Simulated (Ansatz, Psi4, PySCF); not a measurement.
bromine (Br2), singlet, geometry from GFN2-xTB. Base run: WB97M-V/6-31G* in PySCF.

The PySCF input:
```python
from pyscf import gto, scf, dft

mol = gto.Mole()
mol.atom = '''
    Br   -0.00000000   -0.00000000   -1.14062493
    Br    0.00000000    0.00000000    1.14062493
'''
mol.basis = '6-31g*'
mol.verbose = 4
mol.build()

mf = dft.RKS(mol)
mf.xc = 'wb97m_v'
mf.kernel()
```

The same geometry, method and basis name were run in Ansatz (a quantum-chemistry and plane-wave program) and Psi4 and PySCF, at each program's defaults and at the settings that a row names. The base is PySCF at its defaults. Differences at the defaults can come from grids, fitting, cores and function types together.

```
code and settings                                                                             ΔE vs base (mEh)  basis functions       E (Eh)  SCF cycles
--------------------------------------------------------------------------------------------  ----------------  ---------------  -----------  ----------
PySCF, defaults (exact integrals, its default grid, spherical functions)                                 0.000               64  -5147.39550           7
Psi4, defaults (density fitting with its default set, its default grid, Cartesian functions)                 …               70            …           7
Ansatz, defaults (factorised integrals, its default grid, Cartesian functions)                         -12.094               70  -5147.40759           -
PySCF, density fitting with def2-universal-jkfit                                                         0.002               64  -5147.39550           7
PySCF, fine grid                                                                                         0.004               64  -5147.39549           7
Psi4, exact integrals, spherical functions, fine grid                                                    0.001               64  -5147.39550           9
Ansatz, high accuracy, Cartesian functions as the basis file defines them                              -12.095               70  -5147.40759           -
```

Task: Some entries are withheld; supply them.

Result: 
- Psi4, defaults (density fitting with its default set, its default grid, Cartesian functions), ΔE vs base (mEh): 189.6
- Psi4, defaults (density fitting with its default set, its default grid, Cartesian functions), E (Eh): -5147.20585
